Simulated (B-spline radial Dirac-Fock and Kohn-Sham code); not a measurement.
Si: non-radiative channels of the L3 vacancy

System: the free silicon atom, configuration [Ne] 3s2 3p2.

The run's input, task.json:

```json
{"items": [{
  "Z": 14,
  "q": 0,
  "cfg": [[1, 0, 2], [2, 0, 2], [2, 1, 6], [3, 0, 2], [3, 1, 2]],
  "A": 28,
  "rrms": 3.1224,
  "do": ["binding", "quiet", "decay"],
  "holes": ["K", "L1", "L2", "L3", "M1"]
}]}
```

Run with: `python xray_run.py task.json out`

These are calculated numbers from a radial atomic solver; the model is independent-particle rates on relativistic LDA orbitals of the hole state (multipoles up to L = 3, Coulomb Auger matrix elements, transition energies from Dirac-Fock). Kinetic energies are configuration averages from the vacuum level; the two-hole energies are estimated from single-hole states. In a light atom the jj labels are a bookkeeping device: LS coupling regroups the channels of one nl pair.

```tsv
transition	kinetic energy (eV)	width (meV)	share (%)
L3-M1M1	69.66	0.852	4.5
L3-M1M2	78.59	0.316	1.7
L3-M1M3	78.62	11.0	58.0
L3-M2M3	85.30	2.76	14.5
L3-M3M3	85.33	4.04	21.3
```

The listed channels hold 100 % of the non-radiative rate. Summed by principal shells, of 0.0190 eV in all: LMM 100.0 %.
